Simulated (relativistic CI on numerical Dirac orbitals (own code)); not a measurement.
# Sensitivity of the levels of Te XIV to α and to the nuclear radius

Computed by Dirac-Coulomb-Breit CI, separate exchange-only KLI orbitals for each configuration, derivatives by finite differences, unscaled Slater integrals, QED left out (own radial code, finite nucleus).

Configurations in the expansion (outside the closed core [Ar] 3d10): 4s²4p⁶4d³, 4s²4p⁵4d⁴, 4s²4p⁶4d²4f, 4s²4p⁶4d4f², 4s4p⁶4d⁴, 4s²4p⁶4d²5s, 4s²4p⁶4d²5p, 4p⁶4d⁵. Levels of other configurations are missing.

With x = (α/α₀)² − 1 an excitation energy changes as ω = ω₀ + qx; K = 2q/ω₀ is the relative enhancement. Terms are leading LS components, so labels can repeat. The field-shift factor is F = δν/δ⟨r²⟩ for the transition from the lowest level.

Lowest level 4s²4p⁶4d³ ⁴F3/2.

| Level | ω₀ (cm⁻¹) | q (cm⁻¹) | K | F (GHz/fm²) |
| --- | --- | --- | --- | --- |
| 4s²4p⁶4d³ ⁴F5/2 | 8063 | 10530 | 2.61 | 0.124 |
| 4s²4p⁶4d³ ⁴F7/2 | 15651 | 17280 | 2.21 | 0.205 |
| 4s²4p⁶4d³ ⁴F9/2 | 21953 | 19820 | 1.81 | 0.237 |
| 4s²4p⁶4d³ ⁴P3/2 | 25756 | 5359 | 0.416 | -0.00826 |
| 4s²4p⁶4d³ ⁴P1/2 | 28533 | 9756 | 0.684 | 0.0126 |
| 4s²4p⁶4d³ ²G7/2 | 38515 | 17500 | 0.909 | 0.209 |
| 4s²4p⁶4d³ ⁴P5/2 | 38976 | 20690 | 1.06 | 0.111 |
| 4s²4p⁶4d³ ²H9/2 | 40736 | 17820 | 0.875 | 0.286 |
| 4s²4p⁶4d³ ²D3/2 | 44906 | 21610 | 0.962 | 0.147 |
| 4s²4p⁶4d³ ²P1/2 | 48630 | 22790 | 0.937 | 0.275 |
| 4s²4p⁶4d³ ²H11/2 | 55824 | 23800 | 0.853 | 0.423 |
| 4s²4p⁶4d³ ²D5/2 | 56047 | 26830 | 0.958 | 0.151 |
| 4s²4p⁶4d³ ²G9/2 | 59757 | 34300 | 1.15 | 0.462 |
| 4s²4p⁶4d³ ²P3/2 | 64923 | 37090 | 1.14 | 0.421 |
| 4s²4p⁶4d³ ²F5/2 | 71688 | 18180 | 0.507 | 0.194 |
| 4s²4p⁶4d³ ²F7/2 | 71846 | 21630 | 0.602 | 0.233 |
| 4s²4p⁶4d³ ²D3/2 | 106269 | 25200 | 0.474 | 0.328 |
| 4s²4p⁶4d³ ²D5/2 | 106413 | 28980 | 0.545 | 0.416 |
| 4s²4p⁵4d⁴ ⁶D°7/2 | 571715 | 35040 | 0.123 | 2.2 |
| 4s²4p⁵4d⁴ ⁶D°5/2 | 571849 | 31890 | 0.112 | 2.07 |
| 4s²4p⁵4d⁴ ⁶D°9/2 | 574613 | 39230 | 0.137 | 2.27 |
| 4s²4p⁵4d⁴ ⁶D°3/2 | 574700 | 30070 | 0.105 | 1.9 |
| 4s²4p⁵4d⁴ ⁶D°1/2 | 581996 | 41040 | 0.141 | 1.72 |

At this charge energies of transitions that change n are usually good to better than 1 %, and those within a shell (Δn = 0) to a few per cent. Terms inside the open d or f shell come out 10 to 20 % too wide with unscaled integrals. Levels and lines within the n = 5 or 6 shells can be off by up to 10 % or somewhat more, and those that change n by about 2 %, since core polarisation is missing.
